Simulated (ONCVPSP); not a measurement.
# Reading a pseudo-wave (O (Z = 8))

Columns: radius, all-electron u(r) and pseudo u(r) of the 2p shell (level -12.53 eV) of oxygen in the configuration [He] 2s2 2p3.75; PBE, scalar-relativistic, ONCV scheme, ONCVPSP 4.0.1.

| r (bohr) | all-electron | pseudo |
| --- | --- | --- |
| 0.090 | 0.0891 | 0.0275 |
| 0.180 | 0.2581 | 0.1058 |
| 0.270 | 0.4305 | 0.2235 |
| 0.360 | 0.5773 | 0.3654 |
| 0.450 | 0.6911 | 0.5156 |
| 0.540 | 0.7728 | 0.6593 |
| 0.630 | 0.8256 | 0.7839 |
| 0.720 | 0.8536 | 0.8787 |
| 0.810 | 0.8620 | 0.9363 |
| 0.900 | 0.8552 | 0.9544 |
| 0.990 | 0.8372 | 0.9367 |
| 1.080 | 0.8112 | 0.8930 |
| 1.170 | 0.7798 | 0.8357 |
| 1.260 | 0.7448 | 0.7763 |
| 1.350 | 0.7077 | 0.7219 |
| 1.440 | 0.6697 | 0.6745 |
| 1.530 | 0.6316 | 0.6327 |
| 1.620 | 0.5940 | 0.5941 |
| 1.710 | 0.5573 | 0.5573 |
| 1.800 | 0.5219 | 0.5219 |
| 1.890 | 0.4879 | 0.4879 |
| 1.980 | 0.4555 | 0.4555 |
| 2.070 | 0.4247 | 0.4247 |
| 2.160 | 0.3956 | 0.3956 |
| 2.250 | 0.3682 | 0.3682 |
| 2.340 | 0.3424 | 0.3424 |

**Question.** How many radial nodes do the two functions have?

**Answer.** The all-electron 2p function has n − l − 1 = 0; the pseudo-wave has 0.

**Question.** At about which radius was the pseudo-wave matched?

**Answer.** 1.80 bohr. The columns agree to 0.0005 from 1.62 bohr on; several derivatives are matched, so the curves merge somewhat inside the radius.

**Question.** Where does each function peak?

**Answer.** Outermost all-electron maximum near 0.81 bohr, pseudo maximum near 0.90 bohr (to the table’s step).

**Question.** Is the pseudo-wave norm-conserving?

**Answer.** Yes: the ONCV scheme keeps the norm inside the radius equal to the all-electron one, which fixes the energy derivative of the logarithmic derivative at the level.
